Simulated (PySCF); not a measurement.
C$_{3}$H$_{11}$AlSi (SMILES C[SiH2][Al]([CH3])[CH3]), singlet, geometry from GFN2-xTB (such geometries of metal compounds can be far from the true shape), atoms displaced at random by about 0.03 Å a coordinate; PySCF with R2SCAN/STO-3G, gradient.

PySCF was given this input:
```python
from pyscf import gto, scf, dft

mol = gto.Mole()
mol.atom = '''
    Si    1.457928    0.288309   -0.633501
    C     2.395779   -1.059290    0.347967
    Al   -0.918032    0.119807    0.049246
    C    -2.183253    1.583411   -0.476212
    C    -1.493031   -1.376669    1.171687
    H     1.724870    0.021729   -2.052827
    H     2.203332    1.538474   -0.337698
    H     2.274048   -0.866689    1.391549
    H     1.971882   -1.999493    0.138838
    H     3.447237   -1.052358    0.111660
    H    -3.079587    1.198327   -0.966360
    H    -1.731163    2.361137   -1.124022
    H    -2.566423    2.143066    0.358810
    H    -0.759692   -1.997867    1.528388
    H    -2.037330   -1.009980    2.053441
    H    -2.212331   -1.985944    0.692253
'''
mol.basis = 'sto-3g'
mol.charge = 0
mol.spin = 0
mol.verbose = 3
mol.build()

mf = dft.RKS(mol)
mf.xc = 'r2scan'
mf.grids.level = 5
mf.kernel()
g = mf.nuc_grad_method()
g.grid_response = True
grad = g.kernel()
```

**Question.** Predict the main parts of the log of this PySCF run.

**Answer.** 
```
converged SCF energy = -645.08158169549
--------------- RKS gradients ---------------
         x                y                z
0 Si     0.0193071578     0.0039123924    -0.0139967146
1 C     0.0069050208    -0.0423680535     0.0187230763
2 Al    -0.0180421310    -0.0193237462     0.0102758620
3 C    -0.0241505520     0.0171729096     0.0041854444
4 C     0.0332920588    -0.0681893607     0.0092198703
5 H     0.0034594372    -0.0017267306    -0.0069633101
6 H     0.0124311754     0.0101113582     0.0031614823
7 H    -0.0006689818    -0.0019050427    -0.0229563320
8 H     0.0094518253     0.0359134072     0.0069310437
9 H    -0.0128023637     0.0039826336     0.0020774970
10 H     0.0007225563     0.0027206454     0.0073332964
11 H     0.0021004549     0.0123589043     0.0000464218
12 H     0.0032201269    -0.0047890007    -0.0207617736
13 H    -0.0517109132     0.0370809586    -0.0189251396
14 H    -0.0037348686    -0.0045556876     0.0002429056
15 H     0.0202199968     0.0196044127     0.0214063701
----------------------------------------------
```
